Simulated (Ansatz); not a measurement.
Harmonic frequencies (cm⁻¹) at PBE0-D4/def2-TZVP from Ansatz: 2668.

(1) Which molecule is it?
A. `C[SeH]`
B. `C#N`
C. `C#C`
D. HBr

## Answers

(1) D.
